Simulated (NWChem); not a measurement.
Molecule: GaI$_{2}$, doublet; SMILES [I][Ga][I]

Results from NWChem. Spin-unrestricted. Medium grid unless said otherwise, to which SCAN and Minnesota functionals are sensitive. In the optimisation the excess spin sits in a1 (C2v, its own frame). Structure relaxed at the PBE0/def2-SVP, spin-unrestricted level. The spin multiplicity was typed, not searched, and may not be the lowest. No stability test was run on the SCF state. def2 effective core potentials on I; no spin-orbit coupling. B3LYP is NWChem's, with the RPA form of VWN correlation.

For level B3LYP/def2-SVP:

| Quantity | Result |
|---|---|
| highest occupied level (eV) | -6.25 |
| lowest empty minus highest occupied level, either spin (eV) | 1.92 |

Q: How do the values read with level SCAN/def2-SVP instead?

A: The highest occupied level (eV) is -5.90. The lowest empty minus highest occupied level, either spin (eV) comes out as 1.31.
